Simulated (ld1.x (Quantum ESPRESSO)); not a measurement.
## Pseudopotential generation for Ga (Z = 31): ultrasoft, PBE, fully relativistic.

The input file (ld1.x (Quantum ESPRESSO) 7.5):

```
&input
   title='Ga', zed=31., rel=2, dft='PBE', iswitch=3,
   config='[Ar] 3d10 4s2 4p1 4d-2', rel_dist='average',
   nld=5, rlderiv=2.15, eminld=-3.0, emaxld=5.0, deld=0.02
 /
 &inputp
   pseudotype=3, tm=.true., lloc=-1, rcloc=1.40,
   nlcc=.false.,
   which_augfun='PSQ', rmatch_augfun_nc=.true.,
   file_pseudopw='Ga.UPF', file_wfcaegen='ae.wfc', file_wfcncgen='nc.wfc', file_beta='beta', file_chi='chi', file_wfcusgen='us.wfc'
 /
6
4S  1  0   2.00   0.00  1.35  1.80  0.0
4S  1  0   0.00   2.50  1.35  1.80  0.0
4P  2  1   1.00   0.00  1.50  1.95  0.0
4P  2  1   0.00   0.80  1.50  1.95  0.0
4D  3  2  -2.00   0.05  1.50  1.90  0.0
4D  3  2  -2.00   2.40  1.50  1.90  0.0
 &test
   configts(1)='4s2 4p1'
 /
```

Command:

```bash
ld1.x < Ga.in > Ga.out
```

Output (shortened: banner, matrices, multipoles, cross overlaps and the repeated all-electron block are left out):

```
Program LD1 v.7.5
     --------------------------- All-electron run ----------------------------

     Ga
     dirac relativistic calculation

     atomic number is 31.00
     dft =PBE   lsd =0 sic =0 latt =0  beta=0.20 tr2=1.0E-14
     Exchange-correlation= PBE
                           (   1   4   3   4   0   0   0)
     mesh =1205 r(mesh) = 101.09016 a.u. xmin = -7.00 dx = 0.01250
     1 Ry =  13.60569312 eV, c = 137.03599908

     n l j   nl                  e(Ry)          e(Ha)          e(eV)
     Spin orbit split results
     1 0 0.5 1S 1( 2.00)      -751.6749      -375.8375    -10227.0587
     2 0 0.5 2S 1( 2.00)       -92.7433       -46.3717     -1261.8371
     2 1 0.5 2P 1( 2.00)       -82.0968       -41.0484     -1116.9834
     2 1 1.5 2P 1( 4.00)       -80.0642       -40.0321     -1089.3292
     3 0 0.5 3S 1( 2.00)       -10.8836        -5.4418      -148.0795
     3 1 0.5 3P 1( 2.00)        -7.4434        -3.7217      -101.2731
     3 1 1.5 3P 1( 4.00)        -7.1769        -3.5885       -97.6474
     3 2 1.5 3D 1( 4.00)        -1.4279        -0.7140       -19.4277
     3 2 2.5 3D 1( 6.00)        -1.3940        -0.6970       -18.9662
     4 0 0.5 4S 1( 2.00)        -0.6576        -0.3288        -8.9469
     4 1 0.5 4P 1( 0.33)        -0.1953        -0.0976        -2.6571
     4 1 1.5 4P 1( 0.67)        -0.1868        -0.0934        -2.5415
     Averaged results
     1 0     1S 1( 2.00)      -751.6749      -375.8375    -10227.0587
     2 0     2S 1( 2.00)       -92.7433       -46.3717     -1261.8371
     2 1     2P 1( 6.00)       -80.7417       -40.3709     -1098.5473
     3 0     3S 1( 2.00)       -10.8836        -5.4418      -148.0795
     3 1     3P 1( 6.00)        -7.2658        -3.6329       -98.8559
     3 2     3D 1(10.00)        -1.4076        -0.7038       -19.1508
     4 0     4S 1( 2.00)        -0.6576        -0.3288        -8.9469
     4 1     4P 1( 1.00)        -0.1896        -0.0948        -2.5801

     final scf error:  8.0E-15 reached in  28 iterations

     Etot =   -3888.041252 Ry,   -1944.020626 Ha,  -52899.496122 eV

     Ekin =    3965.270474 Ry,    1982.635237 Ha,   53950.253224 eV
     Encl =   -9381.387167 Ry,   -4690.693583 Ha, -127640.274860 eV
     Eh   =    1679.155630 Ry,     839.577815 Ha,   22846.076206 eV
     Exc  =    -151.080189 Ry,     -75.540095 Ha,   -2055.550693 eV

     normalization and overlap integrals

     s(1S/1S) =  1.000000  <r> =   0.0486  <r2> =    0.0032  r(max) =   0.0319
     s(2S/2S) =  1.000000  <r> =   0.2176  <r2> =    0.0559  r(max) =   0.1833
     s(2P/2P) =  1.000000  <r> =   0.1883  <r2> =    0.0436  r(max) =   0.1446
     s(2P/2P) =  1.000000  <r> =   0.1918  <r2> =    0.0451  r(max) =   0.1482
     s(3S/3S) =  1.000000  <r> =   0.6517  <r2> =    0.4906  r(max) =   0.5647
     s(3P/3P) =  1.000000  <r> =   0.6719  <r2> =    0.5327  r(max) =   0.5647
     s(3P/3P) =  1.000000  <r> =   0.6826  <r2> =    0.5499  r(max) =   0.5718
     s(3D/3D) =  1.000000  <r> =   0.8068  <r2> =    0.8544  r(max) =   0.5305
     s(3D/3D) =  1.000000  <r> =   0.8132  <r2> =    0.8689  r(max) =   0.5371
     s(4S/4S) =  1.000000  <r> =   2.3425  <r2> =    6.3913  r(max) =   1.8984
     s(4P/4P) =  1.000000  <r> =   3.3798  <r2> =   13.8517  r(max) =   2.4993
     s(4P/4P) =  1.000000  <r> =   3.4494  <r2> =   14.4324  r(max) =   2.5626

     ------------------------ End of All-electron run ------------------------

     --------------------- Generating US pseudopotential ---------------------

      Generating local potential from pseudized AE potential:
      Matching radius rcloc =   1.4000

      Local pseudo, rcloc= 1.406 Estimated cut-off energy=    12.48 Ry

     Fully relativistic calculation: |psi|^2

     Wfc 4S LC norm =  0.99994928 SC norm =  0.00004699 missing  0.00000373

     Wfc 4P LC norm =  0.99997558 SC norm =  0.00002407 missing  0.00000035

     Wfc 4P LC norm =  0.99997653 SC norm =  0.00001801 missing  0.00000546
      Wfc-us  4S rcutus= 1.806  Estimated cut-off energy=    13.41 Ry
      Wfc-us  4S rcutus= 1.806  Estimated cut-off energy=    19.53 Ry
      Wfc-us  4P rcutus= 1.946  Estimated cut-off energy=    19.02 Ry
      Wfc-us  4P rcutus= 1.946  Estimated cut-off energy=    18.96 Ry
      Wfc-us  4P rcutus= 1.946  Estimated cut-off energy=    20.46 Ry
      Wfc-us  4P rcutus= 1.946  Estimated cut-off energy=    20.35 Ry
      Wfc-us  4D rcutus= 1.898  Estimated cut-off energy=    60.34 Ry
      Wfc-us  4D rcutus= 1.898  Estimated cut-off energy=    60.28 Ry
      Wfc-us  4D rcutus= 1.898  Estimated cut-off energy=    30.19 Ry
      Wfc-us  4D rcutus= 1.898  Estimated cut-off energy=    30.16 Ry

     Q pseudized with Bessel functions
     Expected ecutrho=     175.7597 due to l1=  2   l2=  2

     ------------------- End of pseudopotential generation -------------------

     Computing logarithmic derivative in   2.13781
     Computing logarithmic derivative in   2.13781
     Computing the partial wave expansion
     R is outside the sphere for l=    0 j= 0.50
     R is outside the sphere for l=    0 j= 0.50
     R is outside the sphere for l=    1 j= 0.50
     R is outside the sphere for l=    1 j= 0.50
     R is outside the sphere for l=    1 j= 1.50
     R is outside the sphere for l=    1 j= 1.50
     R is outside the sphere for l=    2 j= 1.50
     R is outside the sphere for l=    2 j= 1.50
     R is outside the sphere for l=    2 j= 2.50
     R is outside the sphere for l=    2 j= 2.50

     ---------------------- Testing the pseudopotential ----------------------

     Ga
     dirac relativistic calculation

     atomic number is 31.00   valence charge is  3.00
     dft =PBE   lsd =0 sic =0 latt =0  beta=0.20 tr2=1.0E-14
     mesh =1205 r(mesh) = 101.09016 xmin = -7.00 dx = 0.01250

     n l  j  nl             e AE (Ry)       e PS (Ry)    De AE-PS (Ry)
     1 0 0.5 4S   1( 2.00)       -0.65759       -0.65759        0.00000
     2 1 0.5 4P   1( 0.33)       -0.19530       -0.19529       -0.00000
     2 1 1.5 4P   1( 0.67)       -0.18680       -0.18680        0.00000

     eps = 4.8E-15  iter =  3

     Etot =   -3888.041252 Ry,   -1944.020626 Ha,  -52899.496122 eV
     Etotps =    -4.190941 Ry,      -2.095470 Ha,     -57.020653 eV

     Ekin =       1.386274 Ry,       0.693137 Ha,      18.861216 eV
     Encl =      -9.187679 Ry,      -4.593839 Ha,    -125.004737 eV
     Ehrt =       3.057550 Ry,       1.528775 Ha,      41.600091 eV
     Ecxc =      -1.295586 Ry,      -0.647793 Ha,     -17.627348 eV
     Epseu=       1.848500 Ry,       0.924250 Ha,      25.150125 eV

     ---------------------- End of pseudopotential test ----------------------
```

Note: ghost states, extra bound levels that the all-electron valence spectrum of the same l lacks: d3/2 at -17.7 eV, d5/2 at -17.4 eV. A true bound ghost makes a file unfit for plane-wave use.

Generation and configuration tests took about 4 s on one core of a shared server CPU.

Transferability test of the new file with ld1.x, input:

```
&input
   title='Ga', zed=31., rel=2, dft='PBE', iswitch=2,
   config='[Ar] 3d10 4s2 4p1 4d-2', rel_dist='average'
 /
 &test
   file_pseudo='Ga.UPF', nconf=8,
   configts(1)='4s2 4p1',
   configts(2)='4s2 4p0',
   configts(3)='4s1 4p0',
   configts(4)='4s2 4p0.5',
   configts(5)='4s1 4p2',
   configts(6)='4s0 4p3',
   configts(7)='4s1 4p1',
   configts(8)='4s2 4p1.3'
 /
```

```bash
ld1.x < Ga.test.in > Ga.test.out
```

Pseudopotential blocks of its output, shortened (energy terms left out):

```
     ---------------------- Testing the pseudopotential ----------------------

     n l  j  nl             e AE (Ry)       e PS (Ry)    De AE-PS (Ry)
     1 0 0.5 4S   1( 2.00)       -0.65759       -0.65759        0.00000
     2 1 0.5 4P   1( 0.33)       -0.19530       -0.19529       -0.00000
     2 1 1.5 4P   1( 0.67)       -0.18680       -0.18680        0.00000

     eps = 4.8E-15  iter =  3

     Etot =   -3888.041252 Ry,   -1944.020626 Ha,  -52899.496122 eV
     Etotps =    -4.190941 Ry,      -2.095470 Ha,     -57.020653 eV

     ---------------------- End of pseudopotential test ----------------------

          ---------------------- Testing the pseudopotential ----------------------

     n l  j  nl             e AE (Ry)       e PS (Ry)    De AE-PS (Ry)
     1 0 0.5 4S   1( 2.00)       -1.20022       -1.20110        0.00089
     2 1 0.5 4P   1( 0.00)       -0.67486       -0.67287       -0.00199
     2 1 1.5 4P   1( 0.00)       -0.66239       -0.66026       -0.00214

     eps = 6.9E-15  iter = 30

     Etot =   -3887.623065 Ry,   -1943.811533 Ha,  -52893.806405 eV
     Etotps =    -3.773636 Ry,      -1.886818 Ha,     -51.342939 eV
     dEtot_ae =       0.418187 Ry
     dEtot_ps =       0.417304 Ry,   Delta E=       0.000882 Ry

     ---------------------- End of pseudopotential test ----------------------

          ---------------------- Testing the pseudopotential ----------------------

     n l  j  nl             e AE (Ry)       e PS (Ry)    De AE-PS (Ry)
     1 0 0.5 4S   1( 1.00)       -1.91586       -1.90301       -0.01286  !
     2 1 0.5 4P   1( 0.00)       -1.31546       -1.30262       -0.01284  !
     2 1 1.5 4P   1( 0.00)       -1.29798       -1.28517       -0.01281  !

     eps = 8.6E-15  iter = 21

     Etot =   -3886.070193 Ry,   -1943.035096 Ha,  -52872.678499 eV
     Etotps =    -2.223449 Ry,      -1.111724 Ha,     -30.251559 eV
     dEtot_ae =       1.971059 Ry
     dEtot_ps =       1.967492 Ry,   Delta E=       0.003567 Ry

     ---------------------- End of pseudopotential test ----------------------

          ---------------------- Testing the pseudopotential ----------------------

     n l  j  nl             e AE (Ry)       e PS (Ry)    De AE-PS (Ry)
     1 0 0.5 4S   1( 2.00)       -0.91327       -0.91385        0.00057
     2 1 0.5 4P   1( 0.17)       -0.42022       -0.41966       -0.00056
     2 1 1.5 4P   1( 0.33)       -0.40980       -0.40919       -0.00061

     eps = 5.1E-15  iter = 10

     Etot =   -3887.891981 Ry,   -1943.945991 Ha,  -52897.465194 eV
     Etotps =    -4.041941 Ry,      -2.020970 Ha,     -54.993407 eV
     dEtot_ae =       0.149270 Ry
     dEtot_ps =       0.149000 Ry,   Delta E=       0.000271 Ry

     ---------------------- End of pseudopotential test ----------------------

          ---------------------- Testing the pseudopotential ----------------------

     n l  j  nl             e AE (Ry)       e PS (Ry)    De AE-PS (Ry)
     1 0 0.5 4S   1( 1.00)       -0.73805       -0.73571       -0.00234
     2 1 0.5 4P   1( 0.67)       -0.25271       -0.25373        0.00102
     2 1 1.5 4P   1( 1.33)       -0.24290       -0.24408        0.00119

     eps = 7.2E-15  iter = 20

     Etot =   -3887.560884 Ry,   -1943.780442 Ha,  -52892.960379 eV
     Etotps =    -3.712304 Ry,      -1.856152 Ha,     -50.508462 eV
     dEtot_ae =       0.480368 Ry
     dEtot_ps =       0.478637 Ry,   Delta E=       0.001731 Ry

     ---------------------- End of pseudopotential test ----------------------

          ---------------------- Testing the pseudopotential ----------------------

     n l  j  nl             e AE (Ry)       e PS (Ry)    De AE-PS (Ry)
     1 0 0.5 4S   1( 0.00)       -0.80719       -0.79774       -0.00945  !
     2 1 0.5 4P   1( 1.00)       -0.30272       -0.30318        0.00046
     2 1 1.5 4P   1( 2.00)       -0.29177       -0.29276        0.00098

     eps = 8.0E-15  iter = 19

     Etot =   -3887.058807 Ry,   -1943.529404 Ha,  -52886.129285 eV
     Etotps =    -3.216699 Ry,      -1.608350 Ha,     -43.765425 eV
     dEtot_ae =       0.982444 Ry
     dEtot_ps =       0.974241 Ry,   Delta E=       0.008203 Ry

     ---------------------- End of pseudopotential test ----------------------

          ---------------------- Testing the pseudopotential ----------------------

     n l  j  nl             e AE (Ry)       e PS (Ry)    De AE-PS (Ry)
     1 0 0.5 4S   1( 1.00)       -1.28037       -1.27855       -0.00183
     2 1 0.5 4P   1( 0.33)       -0.73968       -0.74051        0.00083
     2 1 1.5 4P   1( 0.67)       -0.72630       -0.72730        0.00100

     eps = 4.0E-15  iter = 14

     Etot =   -3887.081368 Ry,   -1943.540684 Ha,  -52886.436233 eV
     Etotps =    -3.231463 Ry,      -1.615732 Ha,     -43.966300 eV
     dEtot_ae =       0.959884 Ry
     dEtot_ps =       0.959477 Ry,   Delta E=       0.000407 Ry

     ---------------------- End of pseudopotential test ----------------------

          ---------------------- Testing the pseudopotential ----------------------

     n l  j  nl             e AE (Ry)       e PS (Ry)    De AE-PS (Ry)
     1 0 0.5 4S   1( 2.00)       -0.52567       -0.52545       -0.00022
     2 1 0.5 4P   1( 0.43)       -0.08010       -0.08028        0.00017
     2 1 1.5 4P   1( 0.87)       -0.07273       -0.07292        0.00019

     eps = 9.0E-15  iter = 16

     Etot =   -3888.080522 Ry,   -1944.040261 Ha,  -52900.030418 eV
     Etotps =    -4.230400 Ry,      -2.115200 Ha,     -57.557518 eV
     dEtot_ae =      -0.039270 Ry
     dEtot_ps =      -0.039459 Ry,   Delta E=       0.000189 Ry

     ---------------------- End of pseudopotential test ----------------------
```
